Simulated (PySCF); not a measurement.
# Ionisation energy of F⁺ by level of theory

F⁺ [He] 2s2 2p4 (3P) → F²⁺ [He] 2s2 2p3 (4S), as a difference of total energies. Calculation: PySCF 2.14, in x2c-QZVPPall (7s4p3d2f1g, 57 functions); the spin-free X2C one-electron Hamiltonian (Gaussian nucleus). Correlated levels: valence: 1s2 frozen. The calculations carry no spin-orbit coupling.

```
           method  ionisation energy (eV)
              UHF                  33.387
    MP2 (valence)                  34.731
SCS-MP2 (valence)                  34.862
   CCSD (valence)                  34.767
CCSD(T) (valence)                  34.796
```

Errors of the correlated levels include the incompleteness of this basis and the frozen core.

Q: Which method comes closest to the reference value, and which is furthest?

A: The reference is 34.950 eV (measured; NIST levels, between the centres of gravity of the two terms). Closest: SCS-MP2 (valence) (error -0.088 eV); furthest: UHF (error -1.563 eV).
